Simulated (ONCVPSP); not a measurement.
## Before and after: ONCV potential for Ce (Z = 58)

* Element: Ce (Z = 58)
* Generator: ONCVPSP 4.0.1
* Type: optimised norm-conserving Vanderbilt (ONCV)
* Functional: PBE
* Relativity: fully relativistic
* Frozen core: [Kr] 4d10
* Valence charge: 12
* Reference configuration: 4f1 5s2 5p6 5d2 6s1
* Partial waves: 5s+6s: rc 2.45 bohr, ncon 3, nbas 6, qcut 6.1 1/bohr, 2 projectors; 5p: rc 1.95 bohr, ncon 5, nbas 9, qcut 3.7 1/bohr, 1 projector; 5d: rc 3.80 bohr, ncon 4, nbas 8, qcut 3.4 1/bohr, 2 projectors, debl 0.5 Ha; 4f: rc 1.40 bohr, ncon 4, nbas 8, qcut 10 1/bohr, 2 projectors, debl 3.5 Ha
* Local potential: polynomial inside 1.15 bohr (lpopt 5, dvloc0 2 Ha)
* Core correction: Teter function, fcfact 4, rcfact 1.45

Open shells are filled in proportion to 2j + 1.

Change: local potential polynomial inside 1.15 bohr (lpopt 5, dvloc0 5 Ha).

Cutoffs: the cutoffs (Ha) at which the residual kinetic energy of the hardest occupied pseudo-wave falls to 1 and 0.1 mHa per electron; they do not see the model core or the augmentation charge, which bear on the density cutoff. Errors are all-electron minus pseudo energies relative to the spin-unpolarised reference configuration.

Problem. What does the change do?

Solution. The potential gets neither clearly harder nor softer (64 Ha and 137 Ha → 64 Ha and 137 Ha); the bound ghosts move from p, s to s; the lowest positive-energy flag moves from d5/2 at 71.7 eV to p3/2 at 16.0 eV; the errors of the 3 common tests hardly move. In the separable form a ghost depends on how the local part lies against the semilocal potential of the channel, so the choice of the local part can create or remove one.

| quantity | base | changed |
| --- | --- | --- |
| cutoff, loose | 64 Ha | 64 Ha |
| cutoff, tight | 137 Ha | 137 Ha |
| bound ghosts | s, p3/2, p1/2 | s |
| GHOST(+) flags under 300 eV | d5/2 at 71.7 eV, d3/2 at 78.7 eV | p3/2 at 16.0 eV, d5/2 at 88.6 eV |
| tests counted as reliable (solved cleanly; for ONCVPSP, near-neutral configurations with less than one 5d electron left out) | 3 of 4 | 3 of 4 |
| error for 4f1 5s2 5p6 5d1 6s2, meV [ΔE -0.90 eV] | +11 | +10 |
| error for 4f1 5s2 5p6 5d1 6s1, meV [ΔE 5.18 eV] | +12 | +12 |
| error for 4f1 5s2 5p6 5d1 6s0, meV [ΔE 16.25 eV] | +13 | +13 |
| s: phases at 2.49 bohr within 0.05 rad from the reference energy up to (Ha; the scan ends near 5) | 4.5 | 4.7 |
| p3/2: phases at 1.99 bohr within 0.05 rad from the reference energy up to (Ha; the scan ends near 5) | -0.5 | 0.2 |
| p1/2: phases at 1.99 bohr within 0.05 rad from the reference energy up to (Ha; the scan ends near 5) | -0.3 | 0.3 |
| d5/2: phases at 3.86 bohr within 0.05 rad from the reference energy up to (Ha; the scan ends near 5) | 2.2 | 2.1 |
| d3/2: phases at 3.86 bohr within 0.05 rad from the reference energy up to (Ha; the scan ends near 5) | 2.1 | 2.1 |
| f7/2: phases at 1.42 bohr within 0.05 rad from the reference energy up to (Ha; the scan ends near 5) | to the end of the scan | to the end of the scan |
| f5/2: phases at 1.42 bohr within 0.05 rad from the reference energy up to (Ha; the scan ends near 5) | to the end of the scan | to the end of the scan |
| rms error of d²Exc/dni dnj with the model core, mHa | 5.98 | 5.98 |

Base: Tests not counted: 4f2 5s2 5p6 5d0 6s1 (all-electron energy unsafe for a near-neutral lanthanide with less than one 5d electron, printed error +136 meV). Changed file: Tests not counted: 4f2 5s2 5p6 5d0 6s1 (no result). A true bound ghost makes a file unfit for plane-wave use even where its test errors are small: the radial tests pick states by their node count and pass the ghost by.
